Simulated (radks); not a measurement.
Results of a calculation; reference values are marked as such.
Charge is removed step by step from the 2s1/2 level of neutral lanthanum, starting from [Xe] 5d1 6s2. Code: a radial shooting solver on a logarithmic mesh with Libxc functionals. Model: Dirac Kohn-Sham, BLYP, spin-unpolarised, spherical densities, finite nucleus; open shells fill j = l - 1/2 first; Fermi nuclear charge, rms radius 4.855 fm.

removed (e)	E - E(0) (eV)	eigenvalue (eV)	E minus straight line (eV)
0	0.000	-6161.3	0.000
0.1	616.84	-6175.6	-6.458
0.2	1235.1	-6189.8	-11.490
0.3	1854.8	-6204.1	-15.093
0.4	2475.9	-6218.5	-17.263
0.5	3098.5	-6232.9	-17.997
0.6	3722.5	-6247.3	-17.290
0.7	4348.0	-6261.7	-15.141
0.8	4974.9	-6276.2	-11.544
0.9	5603.2	-6290.7	-6.499
1	6233.0	-6305.3	0.000

Removing the whole electron costs 6233.0 eV by Delta-SCF, against 6161.3 eV from minus the eigenvalue at the starting occupation. Slater's transition state (half an electron removed) gives 6232.9 eV. Integrating minus the eigenvalue over the occupation (Janak's theorem) gives 6233.0 eV. The mean slope of the eigenvalue, de/dn, is 144 eV per electron.
